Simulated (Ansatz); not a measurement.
Ligand exchange: C2H8N2 + SiH3(SnH3) → C2H9NSi + SnH3(NH2)

Species: C2H8N2 `CCNN`, singlet; SiH3(SnH3), singlet; C2H9NSi `CCN[SiH3]`, singlet; SnH3(NH2), singlet. The partners trade NH2 for SiH3: N–NH2 and Sn–SiH3 bonds give way to N–SiH3 and Sn–NH2.

Shapes, held fixed at every level: PBE0-D4/def2-TZVP. Flexible molecules stand in one conformer, not always the lowest. Programs: Ansatz 0.2.0. Electronic energies: no zero-point or thermal term.

```tsv
level	kind	ΔE (kJ/mol)	less CCSD(T)/def2-TZVPP
HF/def2-TZVPP	Hartree–Fock	-177.9	-11.3
PBE0-D4/def2-TZVPP	global hybrid	-145.2	+21.4
wB97M-V/def2-TZVPP	range-separated hybrid	-162.5	+4.1
wB97X-V/def2-TZVPP	range-separated hybrid	-157.3	+9.3
B2PLYP/def2-TZVPP	double hybrid	-168.5	-1.9
MP2/def2-TZVPP	perturbation theory	-180.3	-13.7
CCSD(T)/def2-TZVPP	coupled cluster or CI	-166.6	0.0
```

The highest level, CCSD(T)/def2-TZVPP, gives ΔE = -166.6 kJ/mol; the levels span -180.3 to -145.2. The column of differences is taken from that level and isn't an error. No measured value is set beside it here. For atoms past krypton def2 sets carry core potentials with scalar relativity. Correlated rows may include outer-core shells of Sn, which these sets cover unevenly.
